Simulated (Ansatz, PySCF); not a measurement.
Energy landscape of Br₃ (anion, charge -1), singlet: symmetric bend, bond length relaxed. Scanned: Br-Br-Br angle. Other coordinates (Br-Br bond length) were minimised at B3LYP/def2-TZVP.

Levels of theory: RKS-PBE/aug-cc-pVDZ = restricted PBE/aug-cc-pVDZ in Ansatz (a quantum-chemistry and plane-wave program); CAM-B3LYP/aug-cc-pVDZ, density fitting (PySCF); wB97X-V/aug-cc-pVDZ, density fitting (PySCF).

Energies relative to the lowest point of each profile, in eV; the last columns give the difference from wB97X-V:

```csv
a / °,RKS-PBE/aug-cc-pVDZ,CAM-B3LYP,wB97X-V,RKS-PBE/aug-cc-pVDZ − wB97X-V,CAM-B3LYP − wB97X-V
180,0.000,0.000,0.000,0.000,0.000
170,0.035,0.039,0.042,-0.008,-0.003
160,0.135,0.157,0.169,-0.034,-0.013
150,0.295,0.342,0.370,-0.075,-0.028
140,0.501,0.584,0.632,-0.131,-0.048
130,0.742,0.869,0.942,-0.200,-0.073
120,1.003,1.181,1.281,-0.278,-0.100
110,1.270,1.505,1.635,-0.365,-0.130
100,1.533,1.825,1.981,-0.448,-0.156
90,1.779,2.126,2.304,-0.525,-0.178
80,1.839,2.378,2.544,-0.705,-0.166
```

RKS-PBE/aug-cc-pVDZ is furthest from wB97X-V at 80 (-0.705 eV, below); its mean absolute difference over the points is 0.252 eV.

CAM-B3LYP is furthest from wB97X-V at 90 (-0.178 eV, below); its mean absolute difference over the points is 0.081 eV.
